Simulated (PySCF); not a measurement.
**Nuclear quadrupole coupling in `CO[C@](C)(/C=C(/C)F)[SiH2]F`**

Species: C6H12F2OSi.
Z-matrix (Å and degrees, GFN2-xTB geometry), rows numbered from 1:
```
C 
O   1  1.4059
C   2  1.4316  1  117.29
C   3  1.5317  2  112.63  1    50.92
C   3  1.5005  2  109.90  1   -74.28
C   5  1.3233  3  126.71  2  -176.78
C   6  1.4899  5  127.84  3   178.99
F   6  1.3633  5  119.94  3    -0.70
Si  3  1.9236  2   98.23  1   168.73
F   9  1.6089  3  106.07  2   -68.76
H   1  1.0895  2  106.04  3   168.90
H   1  1.0959  2  111.80  3    49.95
H   1  1.0952  2  111.82  3   -72.51
H   4  1.0879  3  109.60  2    48.49
H   4  1.0898  3  111.23  2   -72.39
H   4  1.0857  3  109.89  2   167.74
H   5  1.0794  3  115.77  2     0.37
H   7  1.0900  6  110.06  5   118.91
H   7  1.0850  6  110.42  5    -1.90
H   7  1.0896  6  109.85  5  -122.65
H   9  1.4529  3  112.93  2   176.97
H   9  1.4501  3  109.12  2    45.20
```

Field gradients from the PBE0/pcSseg-1 density (PySCF, non-relativistic), principal values in atomic units, ordered |Vxx| ≤ |Vyy| ≤ |Vzz|:

| atom | Vxx | Vyy | Vzz |
| --- | --- | --- | --- |
| O2 | -0.0708 | -2.0231 | 2.0939 |

**Question.** Find the asymmetry η = (Vxx − Vyy)/Vzz and the couplings χ = eQV/h (234.96 MHz × Q in barn × V in au), with Q(17O) = −0.0256 b.

**Answer.** 
```csv
atom,environment,nucleus,η,χzz (MHz),χxx (MHz),χyy (MHz)
O2,ether oxygen,17O,0.93,-12.59,0.43,12.17
```

At O2 η is above 0.9: Vyy and Vzz are nearly equal in size and opposite in sign, so a small change could swap them and flip the sign of χzz. 

**Question.** What is Vzz at O2 in SI units (1 au = 9.71736 × 10²¹ V/m²)?

**Answer.** 2.0939 au = 20.347 × 10²¹ V/m².

Were the hydrogens deuterons (Q(2H) = 0.00286 b), χzz would run from 111 kHz (H21) to 223 kHz (H17).

Isolated species at its GFN2-xTB geometry (one conformer only). GFN2-xTB bond lengths can be off by several hundredths of an ångström, more for odd bonds, and the gradients follow them. With a basis this small, the couplings can be 20 % off.
